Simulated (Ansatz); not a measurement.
Species: tetramethyl silicate, C4H12O4Si, charge 0, multiplicity 1. 
Geometry from a B3LYP-D3(BJ)/def2-TZVP (Ansatz, a first-principles code) optimisation:
```xyz
21

Si     0.0000     0.0000     0.0000
O     -1.0351    -0.2783    -1.2263
C     -1.3997     0.6813    -2.2080
O     -0.0628    -1.2952     0.9855
C     -1.2617    -1.8851     1.4672
O     -0.4535     1.3968     0.7042
C      0.2928     2.0759     1.7039
O      1.5513     0.1767    -0.4634
C      2.3686    -0.8720    -0.9632
H     -2.1384     0.2247    -2.8664
H     -1.8336     1.5695    -1.7435
H     -0.5336     0.9818    -2.8041
H     -0.9918    -2.7573     2.0624
H     -1.9020    -2.1996     0.6401
H     -1.8176    -1.1859     2.0981
H      1.2954     2.3190     1.3452
H      0.3792     1.4690     2.6096
H     -0.2334     2.9985     1.9479
H      1.9719    -1.2649    -1.9035
H      2.4402    -1.6889    -0.2417
H      3.3637    -0.4660    -1.1438
```

Quantity: atomisation energy (electronic, to ground-state atoms), in kJ/mol. Cores are frozen in the correlated levels unless marked. UHF or UKS for open shells. Spin-orbit coupling is left out. No relativistic terms. 

```json
[
 {"level": "HF/6-31G", "program": "Ansatz", "atomisation energy (kJ/mol)": "5415.2"},
 {"level": "SVWN5/def2-TZVPD", "program": "Ansatz", "atomisation energy (kJ/mol)": "9696.4"},
 {"level": "revPBE-D4/def2-TZVPD", "program": "Ansatz + dftd4", "atomisation energy (kJ/mol)": "8375.3"},
 {"level": "B3LYP-D4/def2-TZVPD", "program": "Ansatz + dftd4", "atomisation energy (kJ/mol)": "8449.0"},
 {"level": "PBE0/6-31G*", "program": "Ansatz", "atomisation energy (kJ/mol)": "8361.0"},
 {"level": "PBE0-D3(BJ)/def2-TZVPD", "program": "Ansatz + dftd3", "atomisation energy (kJ/mol)": "8436.1"},
 {"level": "r2SCANh-D4/def2-TZVPD", "program": "Ansatz + dftd4", "atomisation energy (kJ/mol)": "8413.6"},
 {"level": "r2SCANh/def2-TZVPD", "program": "Ansatz", "atomisation energy (kJ/mol)": "8399.1"},
 {"level": "CCSD(T)/6-31G", "program": "Ansatz", "atomisation energy (kJ/mol)": "6893.7"}
]
```
